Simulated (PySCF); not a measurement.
Working out the ionisation energy of Br²⁺

Br²⁺ [Ar] 3d10 4s2 4p3 (4S) → Br³⁺ [Ar] 3d10 4s2 4p2 (3P). Computed with PySCF 2.14 in cc-pVDZ-PP with ECP10MDF (4s3p2d, 23 functions), with scalar relativity through the core potential. Frozen: 3s2 3p6 3d10. Energies in hartree (1 hartree = 27.21139 eV):

```
            part  Br²⁺ (lower)  Br³⁺ (upper)
             UHF   -414.337276   -413.065269
CCSD correlation     -0.071979     -0.060774
             (T)     -0.000550     -0.000486
```

Q: What does Hartree-Fock give?

A: (-413.065269) − (-414.337276) = 1.272007 hartree = 34.613 eV.

Q: What do CCSD and CCSD(T) give?

A: The CCSD correlation energies differ by 0.011205 hartree = 0.305 eV and the triples by 0.000064 hartree = 0.002 eV, so CCSD gives 34.918 eV and CCSD(T) 34.920 eV.

Reference: 34.871 ± 0.019 eV (measured; NIST Atomic Spectra Database, ionization energies), between the lowest levels; spin-orbit coupling is absent from the calculation.

A double-zeta basis recovers only part of the correlation energy.

What remains against the reference includes basis incompleteness, the frozen core and higher excitations.
